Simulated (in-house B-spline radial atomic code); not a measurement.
Computed with a B-spline radial atomic code. Model: two electrons, singlet ground state, non-relativistic, full CI in B-splines with partial waves to l = 8 (at full coupling up to 3e-4 hartree above the limit, correlation up to 0.6 % small), density held at that of full coupling by Lieb maximisation.

Along the adiabatic connection the electron repulsion is scaled by a coupling λ while a local potential keeps the density fixed. At λ = 0 the system is the Kohn-Sham one and W equals the exchange energy; the exchange-correlation energy is the area under W between 0 and 1. The kinetic energy rises with λ as the electrons avoid each other, with dT/dλ = −λ dW/dλ.

Command:
```bash
python run_ac.py task.json out
```
Settings (lengths in bohr, energies in hartree):
```
potential              gauss
strength               27.8
lmax                   8
second                 0.858
```

Cost of the run: 15 s on 1 thread of Intel(R) Xeon(R) Processor @ 2.30GHz, on a shared host.

**W = mean repulsion less Hartree energy, and W of three functionals.**

Given: confinement Gaussian well; well depth 27.8 hartree; well width 0.858 bohr; external potential -V exp(-r^2/w^2).

Computed: LDA exchange minus exact 299.22 millihartree; PBE exchange minus exact 85.16 millihartree.

```
coupling  W xc (hartree)  W xc minus exchange (millihartree)  kinetic minus Kohn-Sham (millihartree)  LDA (PW92) W minus its exchange (millihartree)  PBE W minus its exchange (millihartree)  SCAN W minus its exchange (millihartree)
       0         -2.0446                                   0                                       0                                               0                                        0                                         0
    0.02         -2.0465                              -1.936                                       0                                          -13.69                                    -3.09                                      -1.9
    0.05         -2.0494                              -4.823                                     0.1                                          -28.67                                    -7.63                                      -4.7
    0.12         -2.0561                             -11.485                                     0.7                                          -56.43                                   -17.89                                    -11.12
    0.25         -2.0682                             -23.578                                     2.9                                          -96.81                                   -35.87                                    -22.63
     0.4         -2.0817                               -37.1                                     7.3                                         -134.62                                    -55.2                                    -35.39
     0.6          -2.099                             -54.438                                      16                                         -176.85                                   -79.09                                    -51.66
     0.8         -2.1156                             -71.028                                    27.6                                          -213.1                                  -101.22                                    -67.16
       1         -2.1315                             -86.909                                    41.8                                         -245.16                                  -121.89                                    -81.99
     1.4               ?                                   ?                                       ?                                               ?                                        ?                                         ?
       2               ?                                   ?                                       ?                                               ?                                        ?                                         ?
       3         -2.2588                             -214.26                                     288                                         -457.24                                  -277.83                                   -202.37
     4.5         -2.3272                              -282.6                                     542                                         -556.57                                   -359.2                                   -269.56
       7         -2.4097                             -365.12                                    1010                                         -673.02                                  -459.13                                   -354.38
      10         -2.4776                                -433                                  1580.7                                         -769.49                                  -544.73                                   -427.49
```

Q: What belongs in the row 1.4?

A: W xc (hartree): -2.1613; W xc minus exchange (millihartree): -116.7; kinetic minus Kohn-Sham (millihartree): 77.5; LDA (PW92) W minus its exchange (millihartree): -300.44; PBE W minus its exchange (millihartree): -159.61; SCAN W minus its exchange (millihartree): -109.82.

Q: What belongs in the row 2?

A: W xc (hartree): -2.2016; W xc minus exchange (millihartree): -156.97; kinetic minus Kohn-Sham (millihartree): 145.7; LDA (PW92) W minus its exchange (millihartree): -368.46; PBE W minus its exchange (millihartree): -209.09; SCAN W minus its exchange (millihartree): -147.67.

Q: What is the SCAN exchange minus exact?

A: 9.8491 millihartree.

**Energy parts, natural occupations and partial-wave weights.**

Computed: total energy -30.1354 hartree; kinetic part of the DFT correlation energy 0.041847 hartree; initial slope twice GL2 -0.09702 hartree; kinetic part over minus potential part 0.4815; Hartree energy 4.0892 hartree; Kohn-Sham kinetic 9.7085 hartree; Lieb Oxford ratio E_xc over LDA exchange 1.1973.

| natural | occupation of the shell (electrons) |
| --- | --- |
| s | 1.9956 |
| p | 0.0038537 |
| s | 0.00028988 |
| d | 0.00017485 |
| p | ? |
| f | 2.3168e-05 |

Q: What belongs in the row p?

A: occupation of the shell (electrons): 4.3497e-05.

```tsv
wave	weight
s	0.99794
p	0.0019501
d	9.227e-05
f	?
g	2.9818e-06
```

Q: What belongs in the row f?

A: weight: 1.295e-05.

Q: What is the exchange energy?

A: -2.0446 hartree.

Q: What is the correlation energy?

A: -0.045062 hartree.

Half-way to full coupling W has made 53 % of its drop, against 50 % for a straight line, and second-order (GL2) theory, half the initial slope, overshoots the correlation energy by about 8 %: correlation is weak here. Over couplings 0 to 1 the errors in E_xc come to about +197 millihartree for LDA, +65 millihartree for PBE, +12 millihartree for SCAN, so SCAN is nearest. In LDA and PBE the errors of exchange and correlation have opposite signs, so the sum is smaller than the larger of the two.
